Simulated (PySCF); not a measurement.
Dipole moment (D) of eight silicon and germanium compounds: PBE beside ωB97X, computed with PySCF for isolated molecules in the bases named; differences from unrounded values. The eight are the first of their class met in an unordered collection, after screening for sound electronic states; none was chosen by its value, except that the dipole had to exceed 0.05 D. Each molecule has one DFT geometry for both levels.

```tsv
molecule	basis	ωB97X	PBE	difference
FH6NOSi2, SMILES N[Si@@H](O)[SiH2]F	def2-TZVP	2.01	1.91	-0.10
C₂H₆O₂Si, SMILES C[SiH2]C(=O)O	def2-TZVP	0.98	0.77	-0.21
CH5F2NOSi, SMILES [Si](F)(F)(OC)N	def2-TZVP	3.26	3.11	-0.14
C3H6O2Si, SMILES C([SiH](O)O)=C=C	def2-TZVP	0.61	___	___
C₂H₉ClSi₃, SMILES C=C(Cl)[SiH2][SiH2][SiH3]	def2-TZVP	1.47	___	___
silolane (C4H10Si), SMILES [SiH2]1CCCC1	def2-TZVP	0.69	___	___
CH4Cl2OSi2, SMILES Cl[Si]1([SiH2]OC1)Cl	def2-TZVP	0.57	0.58	0.01
CH8FNSi2, SMILES FC[SiH2][SiH2]N	def2-TZVP	0.78	0.87	0.09
```

Question: Some entries are withheld; supply them. (The exact figures need the calculation; the answer reports its results.)

Answer: 
- silolane (C4H10Si), SMILES [SiH2]1CCCC1, PBE: 0.82
- silolane (C4H10Si), SMILES [SiH2]1CCCC1, difference: 0.13
- C₂H₉ClSi₃, SMILES C=C(Cl)[SiH2][SiH2][SiH3], PBE: 1.26
- C₂H₉ClSi₃, SMILES C=C(Cl)[SiH2][SiH2][SiH3], difference: -0.22
- C3H6O2Si, SMILES C([SiH](O)O)=C=C, PBE: 0.61
- C3H6O2Si, SMILES C([SiH](O)O)=C=C, difference: 0.00

PBE lies below ωB97X in 4 and above it in 3 of the eight; the mean signed difference is -0.06 and the largest -0.22 D.
